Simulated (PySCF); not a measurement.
B(F)(OAc)(OH) (C2H4BFO3), SMILES B(O)(OC(=O)C)F. Atoms are numbered in the order given.

```xyz
11

B      0.1216     0.3907     1.1414
F     -0.9943    -0.1479     1.6274
O      0.6595    -0.0632    -0.0475
C     -0.0986    -0.3309    -1.1525
C      0.6651    -1.1541    -2.1522
O     -1.2171     0.0834    -1.2808
H      0.0542    -1.3148    -3.0478
H      0.9401    -2.1202    -1.7008
H      1.6034    -0.6420    -2.4146
O      0.8016     1.3314     1.8242
H      0.3924     1.5526     2.6706
```
Charge 0, spin multiplicity 1.

Geometry: B3LYP-D3(BJ)/def2-SVP. The values are those of a single conformer.

Calculation: PySCF with B3LYP-D3(BJ)/def2-SVP.

Harmonic, unscaled wavenumbers; measured fundamentals usually lie a few per cent lower.

| mode | ν (cm⁻¹) | IR (km/mol) | moving atoms (share of kinetic energy) |
|---|---|---|---|
| 1 | 41 | 0.6 | O 67 %, F 19 %, H 9 % |
| 2 | 77 | 5.6 | O 45 %, C 23 %, F 16 %, H 15 % |
| 3 | 118 | 0.2 | H 91 % |
| 4 | 143 | 3.3 | O 53 %, F 32 %, C 8 % |
| 5 | 338 | 9.7 | O 34 %, C 30 %, H 22 %, F 13 % |
| 6 | 425 | 1.9 | O 47 %, F 23 %, C 11 %, B 11 %, H 8 % |
| 7 | 483 | 48.9 | O 41 %, F 21 %, H 20 %, C 9 %, B 9 % |
| 8 | 541 | 79.7 | H 80 % |
| 9 | 586 | 15.6 | C 40 %, H 36 %, O 21 % |
| 10 | 637 | 40.7 | O 37 %, B 26 %, C 20 %, H 12 % |
| 11 | 686 | 39.8 | B 43 %, C 21 %, O 19 %, H 10 % |
| 12 | 815 | 24.3 | O 59 %, F 16 %, H 12 %, B 8 % |
| 13 | 958 | 22.5 | O 51 %, C 26 %, H 14 %, F 8 % |
| 14 | 1005 | 84.3 | H 64 %, O 18 %, F 8 % |
| 15 | 1038 | 98.8 | H 54 %, O 26 %, C 19 % |
| 16 | 1053 | 5.6 | H 50 %, C 45 % |
| 17 | 1267 | 477.8 | C 58 %, H 22 %, O 20 % |
| 18 | 1384 | 243.3 | H 61 %, C 30 % |
| 19 | 1410 | 335.6 | B 67 %, O 10 %, F 9 %, H 8 % |
| 20 | 1438 | 10.0 | H 96 % |
| 21 | 1447 | 8.5 | H 96 % |
| 22 | 1489 | 493.2 | B 74 %, O 20 % |
| 23 | 1873 | 282.1 | C 63 %, O 36 % |
| 24 | 3051 | 0.5 | H 97 % |
| 25 | 3129 | 1.8 | H 91 %, C 9 % |
| 26 | 3182 | 3.2 | H 90 %, C 10 % |
| 27 | 3860 | 113.5 | H 94 % |
